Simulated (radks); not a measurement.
The oxygen anion O2-, [Ne], held by a Watson sphere: a shell of charge +2 at radius R that stands for the Madelung well of a crystal (potential energy -2/R inside, -2/r outside, in hartree with lengths in bohr). All-electron calculation, scalar-relativistic Kohn-Sham, LDA (Slater exchange, VWN5 correlation), spin-polarised, spherical densities, point nucleus. Program: a radial shooting solver on a logarithmic mesh with Libxc functionals. Response by self-consistent Sternheimer equations with the Hartree and adiabatic LDA kernel, the relativistic mass of each level held fixed and spin-orbit coupling left out. The sphere does not respond.

R (bohr)	e(1s) (eV)	e(2s) (eV)	e(2p) (eV)	<r> 2p (bohr)	sum of <r^2> (bohr^2)	X-ray form factor at sin(theta)/lambda = 0.2 1/angstrom	alpha (bohr^3)
1.7	-504.57	-23.383	-9.023	1.416	19.61	6.271	10.84
1.84	-504.64	-22.666	-8.474	1.452	20.60	6.181	12.48
1.94	-504.65	-22.188	-8.098	1.476	21.31	6.123	13.79
2.17	-504.58	-21.196	-7.290	1.530	22.92	6.010	17.32
2.34	-504.47	-20.553	-6.745	1.568	24.11	5.942	20.43
2.62	-504.22	-19.644	-5.941	1.627	26.07	5.853	26.69
2.82	-504.02	-19.093	-5.433	1.667	27.49	5.805	32.17
3.02	-503.81	-18.612	-4.977	1.705	28.93	5.768	38.66
3.82	-503.04	-17.214	-3.571	1.849	35.07	5.687	78.36
